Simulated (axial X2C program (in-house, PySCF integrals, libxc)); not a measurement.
**Which molecule gave these maps?**

PBE0 fields computed with an axial X2C code built on PySCF integrals, two-component, near the equilibrium distance, one atom at z = 0.

The maps cover the half plane through the axis: z from -2.4 to 3.6 Å along the bond, ρ from 0.15 to 2.25 Å away from it.

log10 of the density in e/bohr³:

```
 ρ\z  -2.4  -1.8  -1.2  -0.6   0.0   0.6   1.2   1.8   2.4   3.0   3.6
0.15  -2.9  -2.1  -1.4  -0.1   1.8  -0.1  -1.0  -0.7  -1.5  -2.5  -3.4
0.45  -3.0  -2.2  -1.5  -0.5   0.4  -0.5  -1.2  -1.1  -1.7  -2.6  -3.5
0.75  -3.1  -2.3  -1.7  -1.0  -0.5  -1.1  -1.5  -1.6  -2.0  -2.8  -3.6
1.05  -3.2  -2.5  -1.9  -1.4  -1.2  -1.5  -1.8  -2.0  -2.4  -3.0  -3.8
1.35  -3.4  -2.7  -2.2  -1.8  -1.7  -1.9  -2.2  -2.4  -2.7  -3.3  -4.0
1.65  -3.6  -3.0  -2.5  -2.1  -2.1  -2.2  -2.5  -2.8  -3.1  -3.6  -4.2
1.95  -3.8  -3.2  -2.8  -2.5  -2.4  -2.6  -2.9  -3.2  -3.5  -3.9  -4.5
2.25  -4.0  -3.5  -3.1  -2.8  -2.8  -2.9  -3.2  -3.5  -3.9  -4.3  -4.8
```

Electron localisation function (collinear form, no current term, damped to 0 at low density):

```
 ρ\z  -2.4  -1.8  -1.2  -0.6   0.0   0.6   1.2   1.8   2.4   3.0   3.6
0.15  0.41  0.83  0.58  0.60  0.75  0.60  0.77  1.00  1.00  0.98  0.24
0.45  0.37  0.82  0.64  0.39  0.76  0.38  0.73  1.00  1.00  0.96  0.16
0.75  0.29  0.78  0.72  0.27  0.40  0.22  0.64  0.99  0.99  0.90  0.07
1.05  0.20  0.72  0.79  0.45  0.27  0.27  0.49  0.91  0.95  0.69  0.02
1.35  0.10  0.60  0.80  0.68  0.49  0.37  0.31  0.61  0.73  0.26  0.00
1.65  0.04  0.43  0.74  0.76  0.64  0.38  0.18  0.24  0.26  0.04  0.00
1.95  0.01  0.22  0.60  0.70  0.61  0.32  0.10  0.07  0.04  0.00  0.00
2.25  0.00  0.07  0.36  0.54  0.47  0.22  0.06  0.02  0.01  0.00  0.00
```

Axial spin density in 10⁻³ e/bohr³:

```
 ρ\z  -2.4  -1.8  -1.2  -0.6    0.0   0.6   1.2   1.8   2.4  3.0  3.6
0.15   0.1   0.4   1.2   0.5  -27.4   0.3   0.7   6.1   1.1  0.1  0.0
0.45   0.0   0.2   0.1  -1.2   -3.2  -1.9  -0.9   1.6   0.6  0.1  0.0
0.75   0.0  -0.1  -1.1  -5.2   -4.8  -6.3  -2.1   0.1   0.2  0.1  0.0
1.05   0.0  -0.3  -1.7  -6.4  -10.0  -7.0  -2.3  -0.4   0.0  0.0  0.0
1.35  -0.1  -0.3  -1.5  -4.9   -7.6  -5.1  -1.8  -0.4  -0.1  0.0  0.0
1.65  -0.1  -0.3  -1.1  -3.0   -4.3  -3.1  -1.2  -0.3  -0.1  0.0  0.0
1.95   0.0  -0.2  -0.7  -1.6   -2.2  -1.6  -0.7  -0.2  -0.1  0.0  0.0
2.25   0.0  -0.1  -0.4  -0.8   -1.1  -0.8  -0.4  -0.1   0.0  0.0  0.0
```

**Question.** Which molecule is it?
A. SnH
B. NbSn
C. AlPb
D. SgN

**Answer.** A. SnH, with Sn at z = 0 and H at z = 1.781 Å, state Ω = 1/2 (⟨Sz⟩ = -0.50, ⟨Lz⟩ = 1.00 at PBE0), basis Sn dyall-cv3z [11s12p9d4f1g], H dyall-v3z [6s2p1d] (cores contracted in-house). One determinant describes the state; a PBE0 search over occupations chose it and may have missed a lower one. Density functionals use the spin component along the axis (collinear). The functionals have no current-density term, which raises determinants with orbital currents, atoms included.
